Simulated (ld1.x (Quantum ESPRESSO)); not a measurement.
Cutoff test, N (Z = 7), TM

| Item | Value |
| --- | --- |
| Element | N (Z = 7) |
| Generator | ld1.x (Quantum ESPRESSO) 7.5 |
| Type | norm-conserving Troullier–Martins (Kleinman–Bylander form) |
| Functional | BP86 |
| Relativity | scalar-relativistic |
| Frozen core | [He] |
| Valence charge | 5 |
| Reference configuration | 2s1.5 2p3.5 |
| Partial waves | 2p (bound): rc 2.50 bohr; 3d channel at 0.15 Ry: rc 2.25 bohr; 2s (bound): rc 1.00 bohr |
| Local potential | the s channel |
| Core correction | none |

The pseudo-atom Hamiltonian at the reference potential is diagonalised in spherical Bessel functions j_l(qr) that vanish at 20 bohr, with q² up to the cutoff. All-electron valence levels (Ry): 2p -0.5445, 2s -1.3904.

Q: How do the lowest levels (Ry) of each channel move with the cutoff, and are there ghosts?

A:

```tsv
cutoff (Ry)	p #1	p #2	d #1	s #1	s #2	f #1	f #2	Σ f·Δε (mRy)
8	-0.2194	0.0372	0.0731	-1.2589	-0.0127	0.1181	0.2492	1335.1
18	-0.5188	0.0308	0.0731	-1.2952	-0.0135	0.1181	0.2492	232.8
35	-0.5443	0.0305	0.0731	-1.3688	-0.0155	0.1181	0.2492	33.2
60	-0.5445	0.0305	0.0731	-1.3875	-0.0161	0.1181	0.2492	4.4
100	-0.5445	0.0305	0.0731	-1.3889	-0.0161	0.1181	0.2492	2.3
160	-0.5445	0.0305	0.0731	-1.3903	-0.0162	0.1181	0.2492	0.1
400	-0.5445	0.0305	0.0731	-1.3904	-0.0162	0.1181	0.2492	0.0
```

Result: no extra level below or beside the all-electron valence levels (p, d, s, f tested); 10 mRy is reached at 50 Ry and 1 mRy at 120 Ry.

Its largest configuration-test error is +5880 meV.
